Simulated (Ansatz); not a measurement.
Start from `C[BH][GeH2][SiH3]` and change one atom or group to get `[BH2][GeH2][SiH3]`.

Ansatz, PBE0-D4/def2-TZVP geometries, multiplicity 1. Each molecule was computed in one conformer, which needn't be the lowest.

Scalar relativity is left out up to krypton.

```
                               property  `C[BH][GeH2][SiH3]`
     HOMO energy (PBE0/def2-TZVPP) / eV                -7.56
HOMO–LUMO gap (ωB97M-V/def2-TZVPP) / eV                 9.64
  HOMO energy (ωB97M-V/def2-TZVPP) / eV                -9.59
    HOMO–LUMO gap (PBE/def2-TZVPP) / eV                 3.70
  HOMO–LUMO gap (B3LYP/def2-TZVPP) / eV                 5.34
      HOMO energy (PBE/def2-TZVPP) / eV                -6.47
```

Task: What does the change do to each property? (Estimate.)

Result: Computed: 
```
                               property  `[BH2][GeH2][SiH3]`  shift
     HOMO energy (PBE0/def2-TZVPP) / eV                -7.88  -0.32
HOMO–LUMO gap (ωB97M-V/def2-TZVPP) / eV                 9.35  -0.29
  HOMO energy (ωB97M-V/def2-TZVPP) / eV                -9.88  -0.29
    HOMO–LUMO gap (PBE/def2-TZVPP) / eV                 3.46  -0.24
  HOMO–LUMO gap (B3LYP/def2-TZVPP) / eV                 5.05  -0.29
      HOMO energy (PBE/def2-TZVPP) / eV                -6.83  -0.36
```

With PBE0 the HOMO falls by 0.32 eV and the LUMO falls by 0.59 eV, so the gap narrows by about 0.27 eV. PBE moves the HOMO by -0.36 eV and ωB97M-V by -0.29 eV.

B3LYP here is the variant with VWN-RPA as its local correlation; programs differ in this.
